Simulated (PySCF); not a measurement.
How methods differ on the excitation energy of P

P [Ne] 3s2 3p3 (4S) → P [Ne] 3s1 3p3 4s1 (6S), as a difference of total energies. All numbers are calculated (PySCF 2.14, scalar relativity by spin-free X2C-1e, in x2c-QZVPPall with one added diffuse shell each of s, p, d, f type (10s7p5d3f1g, 86 functions)). Correlated levels: valence: [Ne] frozen. The calculations carry no spin-orbit coupling.

```
           method  excitation energy (eV)
              UHF                  10.668
    MP2 (valence)                  12.229
SCS-MP2 (valence)                  12.739
   CCSD (valence)                  12.375
CCSD(T) (valence)                  12.472
```

Q: How much does correlation contribute at CCSD(T) (valence)?

A: 12.472 − (10.668) = 1.804 eV, measured against UHF.

The upper state lies above the first ionisation limit, but in LS coupling its spin forbids autoionisation to the ground ion. A Rydberg-like electron needs more diffuse functions than a valence basis has.

The promoted electron is Rydberg-like, and one or two diffuse shells describe it only roughly, which tends to raise the upper state.
